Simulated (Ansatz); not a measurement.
Geometry optimisation, RKS B3LYP-D4/def2-SVP (Ansatz).

Input file:

```yaml
crystal:
  periodic: [false, false, false]
  atoms:
    - { symbol: C, position_ang: [-0.0475, 1.1236, 0.0747] }
    - { symbol: C, position_ang: [0.4378, 0.0029, 0.4117] }
    - { symbol: C, position_ang: [-0.0643, -1.2415, -0.195] }
    - { symbol: Se, position_ang: [0.65526, -2.74368, 0.38355] }
    - { symbol: H, position_ang: [-0.8924, 1.211, -0.6853] }
    - { symbol: H, position_ang: [0.2628, 2.1025, 0.5083] }
    - { symbol: H, position_ang: [1.2655, -0.0191, 1.1486] }
    - { symbol: H, position_ang: [-0.91004, -1.13564, -0.89273] }
basis:
  gaussian: { orbitals: def2-SVP }
hamiltonian:
  xc: b3lyp
  dispersion: d4
relax:
  f_tol: 0.015
  max_steps: 40
output:
  orbitals: {}
```

Run as:

```bash
$ ansatz run input.yaml --threads 2 --pin off --max-ram 3072MiB --backend cpu --events-out ev --progress --plain --runs-dir out
```

Task: Where does it end, and by what steps?

Result: The forces met the threshold. After 7 steps the energy has fallen by 0.410 eV; Se4 moved furthest, 0.13 Å.

```json
{"step": "0", "energy less start (eV)": "0.0000", "largest force component (eV/Å)": "6.018", "accepted": "yes"}
{"step": "1", "energy less start (eV)": "-0.2348", "largest force component (eV/Å)": "1.386", "accepted": "yes"}
{"step": "2", "energy less start (eV)": "-0.3432", "largest force component (eV/Å)": "1.087", "accepted": "yes"}
{"step": "3", "energy less start (eV)": "-0.3896", "largest force component (eV/Å)": "0.635", "accepted": "yes"}
{"step": "4", "energy less start (eV)": "-0.4081", "largest force component (eV/Å)": "0.098", "accepted": "yes"}
{"step": "5", "energy less start (eV)": "-0.4100", "largest force component (eV/Å)": "0.055", "accepted": "yes"}
{"step": "6", "energy less start (eV)": "-0.4101", "largest force component (eV/Å)": "0.016", "accepted": "yes"}
{"step": "7", "energy less start (eV)": "-0.4101", "largest force component (eV/Å)": "0.002", "accepted": "yes"}
```

```xyz
8
Properties=species:S:1:pos:R:3
C -0.093 1.197 0.054
C 0.436 0.010 0.420
C -0.024 -1.246 -0.121
Se 0.618 -2.845 0.309
H -0.904 1.255 -0.680
H 0.268 2.139 0.474
H 1.246 -0.034 1.155
H -0.839 -1.176 -0.857
```

Whether the end is a true minimum wasn't checked by a vibrational analysis.

The run took 6.9 s on 2 threads of AMD EPYC 9R45 96-Core Processor (Zen 5), on a shared host, peak memory 0.22 GiB.
